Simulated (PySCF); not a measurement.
**How methods differ on the interval between two levels of F²⁺**

F²⁺ [He] 2s2 2p3 [4S3/2, M_J = 3/2] → F²⁺ [He] 2s1 2p4 [4P5/2, M_J = 5/2], as a difference of total energies. All numbers are calculated (PySCF 2.14, the two-component X2C-1e Hamiltonian, in x2c-TZVPall-2c with one added diffuse shell each of s, p, d type (6s4p3d1f, 40 functions)). Correlated levels: 1s2 frozen. "Screened" scales the spin-orbit matrix elements by Boettger's factors to mimic the two-electron term; Breit and QED terms are absent.

```
                    method  interval between two levels (cm⁻¹)
           GHF (spin-free)                              153140
          GMP2 (spin-free)                              153160
 GHF (screened spin-orbit)                              152950
GMP2 (screened spin-orbit)                              152970
```

The labels give the starting determinants; with spin-orbit coupling the two ends relaxed to ⟨J²⟩ = 3.75, ⟨L²⟩ = 0.00, ⟨S²⟩ = 3.75 and ⟨J²⟩ = 8.75, ⟨L²⟩ = 2.00, ⟨S²⟩ = 3.75.
